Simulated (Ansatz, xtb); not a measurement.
**A geometry optimisation of BClF2HSi+ with r2SCAN-D4/def2-SVP**

The starting geometry of this gas-phase singlet has its atoms placed at random.

```yaml
atoms:
  - { symbol: B, position_ang: [-0.0313, 0.2127, 0.7262] }
  - { symbol: Cl, position_ang: [1.2302, 1.2372, -0.6593] }
  - { symbol: F, position_ang: [-0.6549, 1.8726, 0.7027] }
  - { symbol: F, position_ang: [0.3698, 0.0927, -2.0080] }
  - { symbol: Si, position_ang: [-0.7943, 1.6482, -0.9031] }
  - { symbol: H, position_ang: [-0.9206, -0.5273, 1.0233] }
```

Guess where an optimisation with r2SCAN-D4/def2-SVP ends from this start.

It ends as a structure given below by its coordinates. Distances that change by over a tenth: B1–Si5 (2.30 → 3.14 Å), Cl2–Si5 (2.08 → 2.67 Å). Contacts that open: F3–Si5 (1.63 → 2.61 Å). Contacts that close: B1–Cl2 (2.14 → 1.79 Å), B1–F3 (1.77 → 1.32 Å), F4–Si5 (2.24 → 1.59 Å).

The energy falls by 9.54 eV over 17 steps:

| step | E − E(last) (eV) |
| --- | --- |
| 1 | 9.538 |
| 3 | 5.137 |
| 5 | 1.339 |
| 6 | 0.652 |
| 8 | 0.332 |
| 10 | 0.145 |
| 12 | 0.061 |
| 13 | 0.033 |
| 15 | 0.005 |
| 17 | 0.000 |

Final geometry (Å):

| atom | x (Å) | y (Å) | z (Å) |
| --- | --- | --- | --- |
| B | -0.0700 | 0.3633 | 0.8911 |
| Cl | 1.3797 | 0.7534 | -0.0926 |
| F | -1.1715 | 0.9128 | 0.4053 |
| F | -0.6846 | 0.7356 | -2.4569 |
| Si | -0.2463 | 2.0823 | -1.7344 |
| H | -0.0085 | -0.3113 | 1.8693 |

From the same start GFN2-xTB reaches the same bonding as this run.

From so rough a start the end depends on the optimiser's path, so another program may land elsewhere. The end wasn't checked by frequencies. Run with Ansatz 0.2.0, 39 s on 1 thread of Intel(R) Xeon(R) 6975P-C (Granite Rapids) (shared host).
